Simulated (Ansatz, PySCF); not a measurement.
Spin states of HOW (SMILES [OH][W]), each relaxed with B3LYP-D3(BJ)/def2-TZVP.
State 1 (charge 0, multiplicity 4):
```xyz
3

W     -0.95263    -0.66130    -0.82548
O      0.42184    -0.12135     0.28299
H      0.49762     0.83002     0.47217
```
State 2 (charge 0, multiplicity 6):
```xyz
3

W     -0.9961    -0.6968    -0.8631
O      0.4336    -0.0973     0.2951
H      0.5294     0.8415     0.4976
```

Singlets are restricted, other states unrestricted; no spin–orbit coupling, no relativity up to Kr; see below for the cores. The largest T1 diagnostic is 0.048.

Run with Ansatz (Gaussian basis) for Hartree–Fock, density functionals and correlated methods; PySCF for the dispersion terms.  In def2 rows elements past Kr take small-core potentials, without spin–orbit coupling.

Question: One of these levels gives 1.21 kcal/mol for the energy of the multiplicity-6 state less that of the multiplicity-4 state. Which one is it?
A) BLYP/def2-TZVPP
B) PBE-D3(BJ)/def2-TZVPP
C) BHLYP-D4/def2-TZVPP
D) B3LYP/def2-TZVPP

Answer: D, B3LYP/def2-TZVPP. The others give -4.33 (PBE-D3(BJ)/def2-TZVPP), 4.91 (BLYP/def2-TZVPP), -1.94 (BHLYP-D4/def2-TZVPP)

Ansatz is a quantum-chemistry and plane-wave program.
